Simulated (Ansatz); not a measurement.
Cost and result for the atomization energy of C4H8O3 (`COCCOC=O`) (15 atoms, 14 bonds).

Z-matrix (Å, degrees):
```
C
O 1 1.406
H 1 1.099 2 111.1
H 1 1.095 2 112.4 3 -121.9
H 1 1.090 2 107.0 3 118.6
C 2 1.401 1 114.9 3 50.5
C 6 1.513 2 114.6 1 80.7
H 6 1.099 2 111.1 1 -44.5
H 6 1.094 2 106.2 1 -161.2
O 7 1.437 6 113.0 2 -74.1
H 7 1.092 6 109.6 2 164.1
H 7 1.090 6 110.1 2 43.0
C 10 1.331 7 116.3 6 -85.7
O 13 1.196 10 126.2 7 0.2
H 13 1.100 10 109.1 7 -179.5
```

Charge 0, multiplicity 1. All single points use the PBE0-D4/def2-TZVP geometry. It is one conformer, not always the lowest. Program: Ansatz. All runs use 2 threads of an AMD EPYC 7R13 on a shared host and a share of an NVIDIA H100 80 GB. Times are those of one run each, without the atoms' runs, and a repeat can differ threefold. Electronic energies, without spin–orbit coupling; frozen cores. CCSD(T)/CBS adds CCSD(T) − MP2 in def2-TZVPP to the MP2 limit, and its time is that of the two runs behind it. T1 = 0.014. B3LYP takes the VWN-RPA correlation (the form of Gaussian; ORCA's B3LYP/G).

CCSD(T)/CBS is a level of theory with its own doubt, some kJ/mol a heavy atom from the limit and from the frozen cores, so smaller differences don't rank the functionals.

| level | functions | wall time |
| --- | --- | --- |
| PBE0-D4/def2-TZVPP | 329 | 2.9 s |
| PBE-D4/def2-TZVPP (with forces) | 329 | 3.8 s |
| B3LYP-D4/def2-TZVPP (with forces) | 329 | 4.5 s |
| r2SCAN-D4/def2-TZVPP (with forces) | 329 | 5.5 s |
| B2PLYP/def2-TZVPP | 329 | 5.5 s |
| MP2/def2-QZVPP | 639 | 6 s |
| ωB97M-V/def2-TZVPP (with forces) | 329 | 6.5 s |
| ωB97X-V/def2-TZVPP | 329 | 6.5 s |
| CCSD(T)/def2-TZVPP | 329 | 12 s |
| CCSD(T)/CBS(def2) | – | 18 s |

Question: What atomization energy does each give, and how far from CCSD(T)/CBS? (Estimate.)

Answer: Computed: 
```
                             level  atomization (kcal/mol)  difference from CCSD(T)/CBS  per bond
                PBE0-D4/def2-TZVPP                  1470.9                          8.1       0.6
   PBE-D4/def2-TZVPP (with forces)                  1510.4                         47.6       3.4
 B3LYP-D4/def2-TZVPP (with forces)                  1463.1                          0.3       0.0
r2SCAN-D4/def2-TZVPP (with forces)                  1469.7                          6.9       0.5
                 B2PLYP/def2-TZVPP                  1449.6                        -13.2      -0.9
                    MP2/def2-QZVPP                  1481.3                         18.5       1.3
  ωB97M-V/def2-TZVPP (with forces)                  1468.4                          5.6       0.4
                ωB97X-V/def2-TZVPP                  1466.9                          4.1       0.3
                CCSD(T)/def2-TZVPP                  1425.7                        -37.1      -2.7
                 CCSD(T)/CBS(def2)                  1462.8                          0.0       0.0
```

In def2-TZVPP, CCSD(T) changes the Hartree–Fock value by +394.2 kcal/mol (the triples alone add +25.6 kcal/mol) and MP2 by +427.9 kcal/mol; breaking electron pairs costs correlation energy, which Hartree–Fock lacks. The D4 term adds +10.7 kcal/mol with B3LYP and +5.7 kcal/mol with PBE0; it sums over pairs of atoms, weighted by their polarisabilities, and B3LYP, whose exchange is more repulsive, gets the larger term. From PBE to PBE0 (25 % exact exchange), in def2-TZVPP and without D4, the atomization energy moves by −38.5 kcal/mol: exact exchange takes away binding that semilocal exchange gives to molecules.
